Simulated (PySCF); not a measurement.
## Potential energy of GaB along the bond

Set-up: Ga def2-TZVPP, B def2-TZVPP; no relativity (PySCF 2.14). Energies in eV from Ga + B in their ground configurations at the same level. State: ³Π (triplet), unpaired electrons σ ↑, π ↑.

All columns are M06. A positive dipole means Ga(−)B(+).

| R (Å) | E (eV) | μ (D) | Mulliken charge on Ga (basis-dependent) | HOMO (eV) | LUMO (eV) | Mayer bond order | ⟨S²⟩ |
| --- | --- | --- | --- | --- | --- | --- | --- |
| 1.924 | -1.390 | -0.84 | -0.07 | -5.09 | -3.74 | 1.05 | 2.00 |
| 2.013 | -1.662 | -1.03 | -0.02 | -5.08 | -3.56 | 1.05 | 2.00 |
| 2.103 | -1.818 | -1.23 | 0.02 | -5.05 | -3.40 | 1.05 | 2.00 |
| 2.170 | -1.877 | -1.40 | 0.05 | -5.03 | -3.29 | 1.05 | 2.00 |
| 2.237 | -1.900 | -1.56 | 0.08 | -5.00 | -3.18 | 1.04 | 2.00 |
| 2.304 | -1.895 | -1.72 | 0.10 | -4.92 | -3.09 | 1.04 | 2.00 |
| 2.394 | -1.854 | -1.94 | 0.12 | -4.78 | -2.97 | 1.04 | 2.00 |
| 2.505 | -1.767 | -2.19 | 0.15 | -4.62 | -2.85 | 1.03 | 2.00 |
| 2.640 | -1.629 | -2.48 | 0.16 | -4.45 | -2.72 | 1.02 | 2.00 |
| 2.819 | -1.419 | -2.80 | 0.18 | -4.26 | -2.60 | 1.01 | 2.00 |

A fit through these points gives, at Re = 2.255 Å, μ = -1.61 D and dμ/dR = -2.44 D/Å; the reduced mass is 9.493 u.

How strong is the fundamental in the double-harmonic approximation, I = 42.26·(dμ/dR)²/μred km/mol?

I = 42.26·(-2.44)²/9.493 = 26.5 km/mol at M06.

Spin–orbit coupling is left out. The state is the lowest determinant that a PBE0 search found; another state may lie lower at other levels.
